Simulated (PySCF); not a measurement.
# Hf(2+): ionisation energy

Hf(2+) [Xe] 4f14 5d2 (3F) → Hf(3+) [Xe] 4f14 5d1 (2D), as a difference of total energies. Calculation: PySCF 2.14, in def2-TZVPPD with the def2 core potential (60 electrons) (6s5p3d2f1g, 59 functions); scalar relativity through the core potential. Correlated levels: valence: 5s2 5p6 frozen; valence and next inner shell: nothing frozen outside the core potential. The calculations carry no spin-orbit coupling.

Task: Order these methods by the ionisation energy they give, lowest first.
A. UHF
B. PBE0
C. wB97X-V
D. SCS-MP2 (valence)

Result: A (21.453 eV), D (21.482 eV), C (22.072 eV), B (22.410 eV).

The reference lies between the lowest fine-structure levels, while these numbers refer to the centres of the terms.

Errors of the correlated levels include the incompleteness of this basis and the frozen core.

For comparison: 22.55 ± 0.04 eV (theoretical estimate listed by NIST; NIST Atomic Spectra Database, ionization energies).
